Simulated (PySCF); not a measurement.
## How methods differ on the excitation energy of S(2+)

S(2+) [Ne] 3s2 3p2 (3P) → S(2+) [Ne] 3s1 3p2 3d1 (high-spin determinant), as a difference of total energies. Calculation: PySCF 2.14, in dyall-av3z (19s12p3d2f, 84 functions); the spin-free X2C one-electron Hamiltonian (Gaussian nucleus). Correlated levels: valence: [Ne] frozen; virtual orbitals above 40 to 60 times the deepest correlated orbital energy dropped. The calculations carry no spin-orbit coupling.

```
           method  excitation energy (eV)
              UHF                  23.024
    MP2 (valence)                  24.176
SCS-MP2 (valence)                  24.766
   CCSD (valence)                  23.719
CCSD(T) (valence)                  23.615
```

Question: How much does correlation contribute at CCSD(T) (valence)?

Answer: 23.615 − (23.024) = 0.591 eV, measured against UHF.

A first-order spin-orbit estimate (lowest level to lowest level, LS coupling) adds 0.016 eV.

The promoted electron is Rydberg-like, and one or two diffuse shells describe it only roughly, which tends to raise the upper state.

The coupled-cluster amplitudes are large for the upper state (T1 above 0.03 or a double amplitude above 0.15), so a single reference is strained.

The determinant of the upper state mixes LS terms, which raises its energy above the lowest term, most at the Hartree-Fock and MP2 levels.
